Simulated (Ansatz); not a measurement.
`FBC[SiH3]` + H₂Se → `FB[SeH]` + `C[SiH3]` at 700 K and 1 bar (ligand exchange at a B–C bond).

Computed with Ansatz on PBE0-D4/def2-TZVP structures; ΔE is electronic, products minus reactants. CCSD(T)/CBS adds triple-zeta CCSD(T) − MP2 to the extrapolated MP2 energy (def2 sets, frozen cores). This one scheme is used for every species. For Se outer-core shells are correlated without core-valence functions, which leaves a few kJ/mol of doubt a bond. Scalar relativity is left out up to krypton. Each species was taken in one conformer, which may not be the lowest.

```tsv
species	CCSD(T)/CBS energy (Eh)	H − E (kJ/mol)	S (J/(mol·K))
`FBC[SiH3]`	-455.38583	247.8	431.3
H₂Se	-2401.89790	61.1	251.1
`FB[SeH]`	-2526.56401	104.1	341.8
`C[SiH3]`	-330.73916	210.8	332.0
```

H − E and S are ideal-gas, rigid-rotor, harmonic terms from PBE0-D4/def2-TZVP, for one conformer and one mirror image of each species. 1 Eh = 2625.50 kJ/mol, R = 8.31446 J/(mol·K).

Question: By hand: ΔE, ΔH, ΔS and ΔG.

Answer: ΔE = (-2526.56401) + (-330.73916) − (-455.38583) − (-2401.89790) = -0.01944 Eh = -51.0 kJ/mol. Δ(H − E) = 104.1 + 210.8 − 247.8 − 61.1 = 6.0, so ΔH = -45.0 kJ/mol. ΔS = 341.8 + 332.0 − 431.3 − 251.1 = -8.6 J/(mol·K). ΔG = -45.0 − 700 × (-8.6)/1000 = -39.0 kJ/mol.

Question: By hand: the equilibrium constant, and the temperature at which ΔG would vanish if ΔH and ΔS stayed fixed.

Answer: log₁₀ K = −ΔG/(RT ln 10) = 2.9. ΔG = 0 at ΔH/ΔS = 5233 K, far beyond where these terms or the molecules hold.

The number of gas molecules stays the same, so ΔS is small and ΔH decides. A doubt of 5 kJ/mol in ΔE shifts log₁₀ K by 0.4 here. Other conformers and mirror images would add mixing entropy, several J/(mol·K) or more a flexible species. These are equilibria of isolated gas molecules and say nothing of rates. Largest T1 diagnostic: 0.012 (customary marks: 0.02 for closed shells, 0.045 for open ones).
